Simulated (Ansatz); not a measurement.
CH3FO2Si can be A, `FC1O[SiH2]O1`, or B, `O[Si]1(F)CO1`.

Calculated with Ansatz (gas phase, PBE0-D4/def2-TZVP geometries, no zero-point term in ΔE). CCSD(T)/CBS is the MP2 limit (def2-TZVPP, def2-QZVPP) plus CCSD(T) − MP2 in def2-TZVPP, frozen cores. DFT in def2-TZVPP. B3LYP here is the variant with VWN-RPA as its local correlation; programs differ in this. One conformer a species, not always the lowest.

A:

Z-matrix (Å, degrees):
```
C
O 1 1.403
Si 1 2.147 2 51.1
F 1 1.349 2 110.4 3 116.9
O 1 1.403 2 102.3 3 -0.6
H 1 1.093 2 112.9 3 -122.2
H 3 1.478 1 123.7 2 -89.6
H 3 1.479 1 125.3 2 90.4
```

B:

```xyz
8

O    -0.334   -1.001    1.616
Si   -0.190    0.240    0.592
F    -0.237    1.522    1.504
C     0.527    0.274   -1.040
O    -0.987    0.249   -0.823
H    -0.493   -1.868    1.237
H     0.869   -0.614   -1.567
H     0.845    1.197   -1.519
```

(1) Which isomer does CCSD(T)/CBS put lower? Give the gap. (Best estimate.)

(2) Give E(B) − E(A) in kcal/mol with MP2/def2-TZVPP, PBE-D4, ωB97M-V, B3LYP-D4, CCSD(T)/def2-TZVPP, PBE0-D4, HF/def2-TZVPP. (Estimate.)

(3) Does the order hold for the free energy at 298.15 K (harmonic terms from PBE0-D4)? (Best estimate.)

Largest T1 diagnostic: 0.013.

Results:

(1) Ansatz gave: B, by 37.1 kcal/mol.

(2) The calculation gave: MP2/def2-TZVPP -37.6, PBE-D4 -33.9, ωB97M-V -34.3, B3LYP-D4 -35.5, CCSD(T)/def2-TZVPP -34.9, PBE0-D4 -32.9, HF/def2-TZVPP -29.8. None reverses the order clearly.

(3) Computed: Yes: G(B) − G(A) = -36.2 kcal/mol, for one conformer each.

At CCSD(T), def2-SVP lies +14.4 kcal/mol from the extrapolated value and def2-TZVPP +2.2 kcal/mol. From r2SCAN to r2SCAN0 (25 % exact exchange), in def2-TZVPP and without D4, E(B) − E(A) moves by +1.0 kcal/mol.
